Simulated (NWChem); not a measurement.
Molecule: C$_{3}$H$_{3}$ClF$_{2}$; SMILES F[C@@H]1C[C@@]1(F)Cl

```xyz
9

F      0.0406    -2.1403    -0.6106
C      0.6534    -1.0045    -0.2273
C      0.5261    -0.5922     1.2175
C     -0.2094     0.1477     0.1520
F     -1.5344    -0.0266     0.0810
Cl     0.2748     1.7736    -0.2833
H      1.5884    -0.8136    -0.7645
H      1.3759    -0.1220     1.7171
H     -0.1037    -1.2404     1.8343
```
Atoms are numbered in this order, from 1.

Computed with NWChem. Pople sets run with spherical d functions. STO-3G and 3-21G are far too small for this property and stand as cheap habits. Coordinates come from a PBE0/def2-SVP optimisation. GIAO values for the isolated, static molecule; σ is the absolute isotropic shielding, δ = σ(reference) − σ with the isolated reference molecule computed at the same levels (13C: tetramethylsilane, 19F: trichlorofluoromethane, 1H: tetramethylsilane).

| level | δ F1 (ppm) | δ C3 (ppm) | δ C4 (ppm) | δ F5 (ppm) | δ H7 (ppm) | δ H8 (ppm) | δ H9 (ppm) | relative time |
|---|---|---|---|---|---|---|---|---|
| Hartree-Fock/6-31G* | -182.3 | 19.6 | 77.4 | -133.6 | 4.23 | 1.27 | 1.75 | 7 |
| Hartree-Fock/STO-3G | -91.9 | 17.9 | 65.6 | -69.1 | 2.28 | 1.36 | 1.57 | 1 |
| LDA (Slater exchange, VWN5)/pcSseg-1 | -256.0 | 27.5 | 104.4 | -194.5 | 4.49 | 1.32 | 1.63 | 10 |

Relative times are rough (shared machine, one core).
